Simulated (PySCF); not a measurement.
PySCF 2.14 output of an unrestricted revPBE calculation on a single atom or ion in x2c-QZVPPall (9s6p4d2f1g, 70 functions), with scalar relativity by spin-free X2C-1e:

```
SCF conv_tol = 1e-09
number electrons alpha = 8  beta = 6
    Y. Zhang and W. Yang.,  Phys. Rev. Lett. 80, 890 (1998)
    J. P. Perdew, K. Burke, and M. Ernzerhof.,  Phys. Rev. Lett. 77, 3865 (1996)
    J. P. Perdew, K. Burke, and M. Ernzerhof.,  Phys. Rev. Lett. 78, 1396 (1997)
cycle= 1 E= -397.914306994753  delta_E= -0.00954  |g|= 0.0171  |ddm|= 0.134
cycle= 2 E= -397.914388197885  delta_E= -8.12e-05  |g|= 0.00514  |ddm|= 0.0109
cycle= 3 E= -397.914391697458  delta_E= -3.5e-06  |g|= 0.000884  |ddm|= 0.00184
cycle= 4 E= -397.914392036707  delta_E= -3.39e-07  |g|= 0.000104  |ddm|= 0.000615
cycle= 5 E= -397.914392040893  delta_E= -4.19e-09  |g|= 2.2e-05  |ddm|= 0.000111
cycle= 6 E= -397.914392040981  delta_E= -8.81e-11  |g|= 3.59e-07  |ddm|= 1.45e-05
converged SCF energy = -397.914392040981  <S^2> = 2.0035371  2S+1 = 3.0023571
```

The run itself started from symmetry-adapted Hartree-Fock orbitals and held the occupation by maximum overlap, on a logarithmic radial grid, so the iterations belong to that start.

Question: Which element, charge and spin multiplicity is this?

Answer: S²⁺ (sulfur, charge +2), multiplicity 3; the state was [Ne] 3s2 3p2, high-spin 3P determinant.
